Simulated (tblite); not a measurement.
C3H8NSi (doublet state).
Structure used (GFN2-xTB), in Å, numbered top down from 1:
```xyz
13
C3H8NSi angstrom
C      2.4888    0.8780    0.2723
Si     1.5370   -0.6809    0.0272
N     -0.1011   -0.2020    0.2737
C     -1.1434   -0.2812   -0.4074
C     -2.4552    0.2266    0.0862
H      3.5290    0.9592    0.0117
H      2.0642    1.7522    0.7323
H      1.7387   -1.6857    1.0818
H      1.8725   -1.2861   -1.2744
H     -1.1753   -0.7262   -1.4139
H     -3.1791   -0.5871    0.1048
H     -2.8316    0.9884   -0.5951
H     -2.3490    0.6453    1.0830
```

Computed values, GFN2-xTB/tblite, gas phase, harmonic and unscaled. This tight-binding method is rough: wavenumbers can miss measured ones by several per cent, in bad cases by 10 to 20. Modes of hydrogen on silicon can be 10 to 20 % off. One conformer, not necessarily the lowest. Open shells enter through the occupations alone, without spin polarisation, and single modes of such species can be off by tens of per cent.

Harmonic wavenumbers (cm⁻¹): 79.9, 111.7, 129.7, 161.3, 174.5, 257.7, 412.6, 467.7, 531.0, 559.5, 664.9, 735.9, 782.1, 799.9, 815.5, 847.2, 1016.0, 1023.7, 1114.3, 1339.4, 1378.8, 1387.1, 1458.0, 1459.3, 1775.5, 2132.3, 2182.7, 2793.2, 3006.3, 3017.3, 3057.8, 3100.4, 3144.2.

A = 11553, B = 1821, C = 1664 MHz; mass 86.043 u (most abundant isotopes); point group C1, symmetry number 1; spin multiplicity 2.

Question: Zero-point energy?

Answer: Half the sum of the wavenumbers: 20959 cm⁻¹ = 250.72 kJ/mol.

Question: What is S at 500 K and 1 bar for an ideal gas of classical rigid rotors and harmonic oscillators?

Answer: Translation 175.16, rotation 117.83, vibration 148.15, spin (R ln 2) 5.76: S = 446.9 J/(mol K).

Question: And Cp and H(500 K) − H(0)?

Answer: Cp = 171.84 J/(mol K), of which vibrations give 138.58 (their classical limit is 33 R = 274.4); H(500 K) − H(0) = 54.58 kJ/mol without the zero-point energy, 37.96 from vibrations.

Question: Which modes carry the vibrational entropy at 500 K?

Answer: 79.9 cm⁻¹: 20.56; 111.7 cm⁻¹: 17.79; 129.7 cm⁻¹: 16.56; 161.3 cm⁻¹: 14.77; 174.5 cm⁻¹: 14.13; 257.7 cm⁻¹: 10.99 J/(mol K); the other 27 give 53.36 together.

Question: How do the functions run with temperature in this model?

Answer: 
| T (K) | S (J/(mol K)) | Cp (J/(mol K)) | H − H(0) (kJ/mol) | G − H(0) (kJ/mol) | ln q(vib) |
| --- | --- | --- | --- | --- | --- |
| 100 | 269.1 | 68.9 | 4.89 | -22.02 | 0.99 |
| 200 | 325.8 | 98.0 | 13.24 | -51.92 | 2.96 |
| 300 | 371.0 | 126.4 | 24.48 | -86.82 | 4.92 |
| 800 | 538.1 | 215.9 | 113.28 | -317.16 | 13.87 |
| 1000 | 588.5 | 235.8 | 158.55 | -429.93 | 17.00 |

q(vib) and H(0) count from the zero-point level.

Hindered rotation and anharmonicity are outside this model. Other conformers, if any are populated, would add a mixing term that is left out. The structure is chiral; the term R ln 2 for an equal mix with its mirror image is left out.
